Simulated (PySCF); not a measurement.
## Correlation energy of Ne+ (neon, charge +1)

Starting occupation: [He] 2s2 2p5, 2p1/2 with m_j = -1/2, +1/2, 2p3/2 with m_j = -1/2, +1/2, +3/2. Computed with PySCF 2.14 in x2c-SVPall-2c with one added diffuse shell of s type (4s2p1d, 15 functions), with X2C-1e with screened-nucleus spin-orbit coupling, Gaussian nucleus. Frozen: 1s2; 7 electrons correlated.

MP2 pair energies summed by pair of shells (mhartree):

```json
{"pair": "2p-2p", "energy": "-85.34", "share (%)": "64.2"}
{"pair": "2p-2s", "energy": "-40.52", "share (%)": "30.5"}
{"pair": "2s-2s", "energy": "-7.03", "share (%)": "5.3"}
```

Total MP2 correlation energy: -132.89 mhartree.

The GHF reference relaxed away from the jj start to a determinant that is no pure jj level (⟨S²⟩ = 0.75, ⟨J²⟩ = 3.75); the energies belong to that determinant.
